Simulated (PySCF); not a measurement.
Predicted microwave data (PBE0-D3(BJ)/def2-SVP geometry optimisation, gas phase (PySCF)) for one isomer of C7H15Al:

```
Rotational constants : A = 3692, B = 831.0, C = 712.9 MHz
Dipole components    : |μa| = 0.06 D, |μb| = 0.13 D, |μc| = 0.08 D
Inertial defect      : -36.16 u·Å²
κ                    : -0.92
```

**Question.** Which structure is it? (One computed conformer of each.)
A. `[CH3:1][CH2:2][CH2:3][C@@H:4]1[CH2:5][CH2:6][CH2:7][AlH:8]1` with C1–C2–C3–C4 179°, C2–C3–C4–C5 -178°, C3–C4–C5–C6 -171°, C4–C5–C6–C7 53°, C5–C6–C7–Al8 -35°, C6–C7–Al8–C4 11°
B. `[CH3:1][CH:2]([CH3:3])[C@H:4]1[CH2:5][CH2:6][CH2:7][AlH:8]1` with C1–C2–C4–C5 57°, C2–C4–C5–C6 168°, C4–C5–C6–C7 -52°, C5–C6–C7–Al8 36°, C6–C7–Al8–C4 -13°
C. `[CH3:1][CH2:2][CH2:3][C@H:4]1[CH2:5][CH2:6][AlH:7][CH2:8]1` with C1–C2–C3–C4 -178°, C2–C3–C4–C5 174°, C3–C4–C5–C6 179°, C4–C5–C6–Al7 -36°, C5–C6–Al7–C8 12°, C6–Al7–C8–C4 13°

**Answer.** A. It is CCC[C@@H]1CC[CH2][AlH]1, a near-prolate asymmetric top, point group C1. The candidates at the same level (rigid rotor, commonest isotopes):

| SMILES | A (MHz) | B (MHz) | C (MHz) | μa (D) | μb (D) | μc (D) | Δ (u·Å²) | point group | rotor |
| --- | --- | --- | --- | --- | --- | --- | --- | --- | --- |
| CCC[C@H]1C[CH2][AlH][CH2]1 | 4095 | 778.8 | 684.1 | 0.04 | 0.05 | 0.06 | -33.55 | C1 | near-prolate asymmetric top |
| CC(C)[C@H]1CC[CH2][AlH]1 | 2843 | 1134 | 856.5 | 0.04 | 0.18 | 0.01 | -33.25 | C1 | asymmetric top |
| CCC[C@@H]1CC[CH2][AlH]1 | 3692 | 831.0 | 712.9 | 0.06 | 0.13 | 0.08 | -36.16 | C1 | near-prolate asymmetric top |

`CC(C)[C@H]1CC[CH2][AlH]1` has B 37 % too high; `CCC[C@H]1C[CH2][AlH][CH2]1` has A 11 % too high. No structure here is proved a minimum.
